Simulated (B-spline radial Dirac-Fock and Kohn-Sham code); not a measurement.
**Elastic and transport cross sections of chlorine for electrons**

The computed values come from a radial atomic solver: relativistic (Dirac) partial waves in the static field of the Dirac-Fock atom with Furness-McCarthy exchange, without polarisation or absorption potentials. σ_tr1 and σ_tr2 weight the cross section with 1 − P₁ and 1 − P₂ of cos θ; "backward" is the share scattered beyond 90°.

```
energy (eV)  σ (a₀²)  σ_tr1 (a₀²)  σ_tr2 (a₀²)  σ/σ_tr1  backward (%)
       2390     2.81        0.167        0.323     16.8           1.3
       3000     2.38        0.117        0.234     20.4          0.99
       3050     2.35        0.114        0.229     20.7          0.97
       3870     1.96       0.0773        0.162     25.4          0.71
       4190     1.85       0.0679        0.143     27.2          0.64
       5000     1.61       0.0507        0.110     31.7          0.51
      10000    0.908       0.0156       0.0362     58.1          0.21
      16000    0.605      0.00689       0.0165     87.9          0.12
      20000    0.498      0.00465       0.0113      107         0.093
      22100    0.456      0.00390      0.00951      117         0.083
      23200    0.437      0.00358      0.00875      122         0.078
      23600    0.431      0.00347      0.00850      124         0.076
      30000    0.349      0.00227      0.00563      154         0.058
      32400        ?            ?            ?        ?             ?
      46800    0.239      0.00104      0.00262      230         0.034
      50000    0.226     0.000923      0.00234      244         0.031
      75900    0.160     0.000445      0.00115      361         0.019
      79300    0.155     0.000412      0.00106      376         0.018
      95700    0.134     0.000298     0.000775      450         0.014
     100000    0.130     0.000276     0.000720      470         0.013
```

Question: Fill in the row for 32.4 keV.

Answer: σ = 0.327 a₀², σ_tr1 = 0.00198 a₀², σ_tr2 = 0.00493 a₀², σ/σ_tr1 = 165, backward 0.053 %. The ratio σ/σ_tr1 is roughly the number of elastic collisions that randomise the direction.
